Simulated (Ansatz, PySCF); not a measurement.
GaBr3, SMILES [Br][Ga]([Br])[Br]. Atoms are numbered in the order given.

```xyz
4

Ga     0.0001     0.0000     0.0000
Br     2.2824     0.0000     0.0000
Br    -1.1412    -1.9765     0.0000
Br    -1.1412     1.9765     0.0000
```
Charge 0, spin multiplicity 1.

Geometry optimised at B3LYP-D3(BJ)/def2-SVP. The isomer is the one that the SMILES or the coordinates give; other isomers of the formula were not compared.

Two levels are set side by side: PBE-D3(BJ)/def2-SVP (Ansatz, an electronic-structure program) and B3LYP-D3(BJ)/def2-SVP (Ansatz). Each level has its own optimised geometry; the coordinates shown are those of the second. Frequencies come from the Hessian of PySCF at each geometry. Differences are taken from unrounded values.

```
quantity                            B3LYP-D3(BJ)  PBE-D3(BJ)  PBE-D3(BJ) minus B3LYP-D3(BJ)
----------------------------------  ------------  ----------  -----------------------------
mean bond length (Å)                       2.282       2.284                          0.002
bond Ga1–Br2 (Å)                           2.282       2.284                          0.002
bond Ga1–Br3 (Å)                           2.282       2.284                          0.002
bond Ga1–Br4 (Å)                           2.282       2.284                          0.002
highest harmonic wavenumber (cm⁻¹)           346         342                             -4
mean harmonic wavenumber (cm⁻¹)              197         194                             -4
zero-point energy (kcal/mol)                1.69        1.66                          -0.03
```

Here PBE gives about what the other level gives.
